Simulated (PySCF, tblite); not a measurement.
Isomers of C5H6ClFO2. Computed with GFN2-xTB (tblite): harmonic, unscaled wavenumbers at the GFN2-xTB geometry, gas phase. The method is semi-empirical: single wavenumbers can be off by several per cent or more. One conformer each.

Electronic energies: PBE0/pcSseg-1 single points on the GFN2-xTB geometries (PySCF, gas phase).

| SMILES | electronic energy, lowest = 0 (kcal/mol) |
| --- | --- |
| CC(=O)/C=C(\Cl)OCF | 13.4 |
| CC(=O)O/C=C(\F)CCl | 0.0 |
| CO[C@@H]1C[C@]1(F)C(=O)Cl | 20.7 |
| CO[C@@]1(C(=O)Cl)C[C@@H]1F | 21.2 |

**Question.** How do GFN2-xTB zero-point energies change the relative energies?

**Answer.** 
```json
{"SMILES": "CC(=O)O/C=C(\\F)CCl", "ZPE (kcal/mol)": "64.0", "of it from modes above 1550 cm⁻¹": "31.1", "electronic (kcal/mol)": "0.0", "with ZPE, lowest = 0 (kcal/mol)": "0.0", "lowest mode (cm⁻¹)": "29", "rings": "0"}
{"SMILES": "CC(=O)/C=C(\\Cl)OCF", "ZPE (kcal/mol)": "64.1", "of it from modes above 1550 cm⁻¹": "30.6", "electronic (kcal/mol)": "13.4", "with ZPE, lowest = 0 (kcal/mol)": "13.5", "lowest mode (cm⁻¹)": "30", "rings": "0"}
{"SMILES": "CO[C@@H]1C[C@]1(F)C(=O)Cl", "ZPE (kcal/mol)": "64.4", "of it from modes above 1550 cm⁻¹": "28.4", "electronic (kcal/mol)": "20.7", "with ZPE, lowest = 0 (kcal/mol)": "21.1", "lowest mode (cm⁻¹)": "46", "rings": "1"}
{"SMILES": "CO[C@@]1(C(=O)Cl)C[C@@H]1F", "ZPE (kcal/mol)": "64.5", "of it from modes above 1550 cm⁻¹": "28.6", "electronic (kcal/mol)": "21.2", "with ZPE, lowest = 0 (kcal/mol)": "21.7", "lowest mode (cm⁻¹)": "48", "rings": "1"}
```

The zero-point energies span 0.5 kcal/mol, from `CC(=O)O/C=C(\F)CCl` to `CO[C@@]1(C(=O)Cl)C[C@@H]1F`. The order is unchanged.

**Question.** And how do the electronic energies of GFN2-xTB itself compare?

**Answer.** `CC(=O)O/C=C(\F)CCl` 0.0; `CC(=O)/C=C(\Cl)OCF` 6.2; `CO[C@@H]1C[C@]1(F)C(=O)Cl` 11.9; `CO[C@@]1(C(=O)Cl)C[C@@H]1F` 11.8 kcal/mol, lowest = 0. Against the energies above, taken from the same isomer `CC(=O)O/C=C(\F)CCl`, the largest difference is 9.4 kcal/mol.

**Question.** What do entropy and thermal enthalpy add at 298.15 K and 1 bar (rigid rotor, harmonic oscillator, one conformer each)?

**Answer.** 
```tsv
SMILES	point group	symmetry number	S (cal/(mol K))	H − H(0) (kcal/mol)	ZPE + H − H(0) − TS (kcal/mol)
CC(=O)O/C=C(\F)CCl	C1	1	106.0	7.09	39.5
CC(=O)/C=C(\Cl)OCF	C1	1	102.3	6.93	40.6
CO[C@@H]1C[C@]1(F)C(=O)Cl	C1	1	97.2	6.59	42.0
CO[C@@]1(C(=O)Cl)C[C@@H]1F	C1	1	96.9	6.59	42.2
```
